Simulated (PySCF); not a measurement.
A PySCF script (with the pyscf-properties extension) for the NMR shieldings of `C=C[P@](C)(=O)CP`, C4H10OP2, on a GFN2-xTB geometry:

```python
import basis_set_exchange as bse
import numpy as np
from pyscf import gto, dft
from pyscf.prop import nmr

atoms = """
C     0.305156    2.357402   -0.550318
C    -0.051629    1.124398   -0.864359
P    -0.343582   -0.063076    0.475803
C    -2.079336   -0.608409    0.243116
O    -0.067630    0.455815    1.818163
C     0.651260   -1.547353    0.016328
P     2.478557   -1.255453    0.199630
H     0.427814    2.624609    0.488136
H     0.487777    3.126376   -1.284054
H    -0.188033    0.792714   -1.883776
H    -2.292551   -1.384003    0.976910
H    -2.718479    0.248970    0.447335
H    -2.266090   -0.980067   -0.759699
H     0.434466   -1.856160   -1.008718
H     0.364603   -2.363979    0.687095
H     2.476628   -0.019341   -0.455581
H     2.374071   -0.640413    1.444078
"""
names = dict.fromkeys(["C", "P", "O", "H"], "pcSseg-1")
basis = {el: gto.basis.parse(bse.get_basis(n, elements=[el], fmt="nwchem")) for el, n in names.items()}
mol = gto.M(atom=atoms, basis=basis, charge=0, verbose=0)
mf = dft.RKS(mol, xc="PBE0")
mf.grids.level = 2
mf.grids.alignment = dft.numint.BLKSIZE   # the property module wants whole blocks of grid points
mf.conv_tol = 1e-9
mf.kernel()

calc = nmr.RKS(mf)   # GIAO
C = mf.mo_coeff
Co = C[:, mf.mo_occ > 0]
resp = mf.gen_response(singlet=True, hermi=2)
def vind(x):   # induced exchange potential for any number of trial vectors
    d = np.einsum("pi,xij,qj->xpq", C, 2 * x.reshape(-1, C.shape[1], Co.shape[1]), Co, optimize=True)
    return np.einsum("xpq,pi,qj->xij", resp(d - d.transpose(0, 2, 1)), C, Co, optimize=True).ravel()
mo1, _ = nmr.rhf.solve_mo1(calc, with_cphf=vind)
sigma = calc.kernel(mo1)
for i, s in enumerate(sigma):   # ppm
    w = np.linalg.eigvalsh((s + s.T) / 2)
    print("%2d %-2s iso %8.1f  s11 %8.1f  s22 %8.1f  s33 %8.1f" % (i, mol.atom_pure_symbol(i), w.mean(), *w))
```

Problem. What are the results?

Solution. 
```
 0 C  iso     40.3  s11    -91.8  s22     33.1  s33    179.5
 1 C  iso     46.6  s11    -64.4  s22     53.3  s33    150.7
 2 P  iso    314.8  s11    233.9  s22    248.7  s33    461.7
 3 C  iso    165.1  s11    150.2  s22    156.4  s33    188.7
 4 O  iso    258.9  s11    145.9  s22    308.5  s33    322.4
 5 C  iso    168.0  s11    153.1  s22    165.6  s33    185.2
 6 P  iso    536.6  s11    475.8  s22    541.6  s33    592.4
 7 H  iso     24.8  s11     20.0  s22     23.9  s33     30.4
 8 H  iso     25.0  s11     21.4  s22     25.1  s33     28.4
 9 H  iso     25.7  s11     23.0  s22     25.8  s33     28.4
10 H  iso     30.2  s11     26.7  s22     28.1  s33     35.7
11 H  iso     30.1  s11     26.2  s22     28.0  s33     36.2
12 H  iso     30.7  s11     27.0  s22     28.7  s33     36.3
13 H  iso     30.7  s11     25.8  s22     29.6  s33     36.9
14 H  iso     30.3  s11     25.4  s22     29.2  s33     36.3
15 H  iso     29.2  s11     23.5  s22     29.3  s33     34.9
16 H  iso     28.4  s11     23.0  s22     28.1  s33     34.0
```

These numbers come from an equivalent density-fitted implementation of the same equations, which agrees with the script to about 0.01 ppm for H and up to a few tenths of a ppm for heavy atoms, so last digits may differ.

Problem. Turn these shieldings into chemical shifts. Scale: $^{13}$C (σref 186.93) and $^{1}$H (σref 31.72) against TMS; H3PO4 for $^{31}$P (σref 318.38); $^{17}$O (σref 336.08) vs H2O (reference shieldings calculated alike).

Solution. Averaging equivalent atoms: C 0: 146.7; C 1: 140.4; C 3: 21.9; C 5: 19.0; P 2: 3.6; P 6: -218.2; O 4: 77.2; H 7: 6.94; H 8: 6.76; H 9: 5.98; H 15/16: 2.92; H 14: 1.43; H 10/11/12: 1.40; H 13: 0.98 ppm. Experimental scales use liquid or dissolved standards, which lie at an offset from isolated H2O (liquid H2O: subtract about 36 ppm) and H3PO4.

Size and cost of the density-fitted run: 183 basis functions, 38 s wall time on 1 thread of an Arm Neoverse V1, shared host.
